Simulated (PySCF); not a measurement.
# Computed properties of Te(Br)(SMe) (CH₃BrSTe), SMILES CS[Te]Br

Te(Br)(SMe) (CH₃BrSTe), SMILES CS[Te]Br. Geometry: B3LYP-D3(BJ)/def2-SVP. This is a generated structure with no PubChem entry under its InChIKey; it may be hypothetical. The def2 effective core potentials stand for the cores of Te; spin–orbit coupling is left out. The values are those of a single conformer. All values are computed for the isolated molecule unless a solvent is named; none is compared with measurement here.

**Structure.** All 15 harmonic modes at B3LYP-D3(BJ)/def2-SVP (PySCF) are real, so it is a minimum. With heavy atoms numbered as in [Te:1]([Br:2])[S:3][CH3:4], the shortest bond between them is S3–C4 at 1.833 Å and the longest Te1–Br2 at 2.572 Å.

**Vibrations.** The strongest infrared lines (harmonic, unscaled, degenerate partners summed) lie at 231 cm⁻¹ (19 km/mol, Br 59 %, Te 40 %), 3043 cm⁻¹ (13 km/mol, H 98 %), 1436 cm⁻¹ (11 km/mol, H 96 %). The softest mode is at 58 cm⁻¹ and the zero-point energy is 24.7 kcal/mol.

**Electronic structure.** ωB97X/def2-TZVP (PySCF) places the frontier levels at -8.74 and -0.79 eV, a gap of 7.95 eV, and gives a dipole moment of 2.55 D and a mean polarisability of 91.5 bohr³. PBE/def2-TZVP (PySCF) at the same geometry gives -5.45 and -3.46 eV, so its gap is 5.96 eV narrower. An orbital gap is neither the optical nor the fundamental gap.

**Excitations.** TDA-M06-2X/def2-SVPD (PySCF) has S1 at 2.41 eV (515 nm, f = 0.000, dark); the most intense of the 10 singlets computed lies at 5.96 eV (f = 0.08). T1 (TDA) is at 1.77 eV, 0.64 eV under S1. TDA-PBE/def2-SVPD (PySCF) puts S1 at 2.24 eV.
